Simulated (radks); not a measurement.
Polarisability of the fluorine ion F2+, [He] 2s2 2p3, at imaginary frequency. All-electron calculation, non-relativistic Kohn-Sham, LDA (Slater exchange, VWN5 correlation), spin-unpolarised, spherical densities, point nucleus. Program: a radial shooting solver on a logarithmic mesh with Libxc functionals. Response by self-consistent Sternheimer equations with the Hartree and adiabatic LDA kernel.

w (hartree),alpha1(iw) (bohr^3)
0.00266,1.177
0.0143,1.177
0.0360,1.176
0.0697,1.173
0.118,1.166
0.186,1.149
0.280,1.116
0.413,1.056
0.605,0.9574
0.892,0.8145
1.35,0.6305
2.12,0.4220
3.59,0.2242
6.94,0.08273
17.5,0.01654

Static values: alpha1 = 1.177 bohr^3 (0.1745 angstrom^3; uncoupled 1.613). C6 = 1.554, triple-dipole C9 = 1.281 atomic units. One-pole (London) frequency 4 C6 / (3 alpha1^2) = 1.495 hartree, against 1.806 for minus the highest occupied eigenvalue. The dipole shielding factor is 0.778, as the force sum rule N/Z = 0.778 demands.
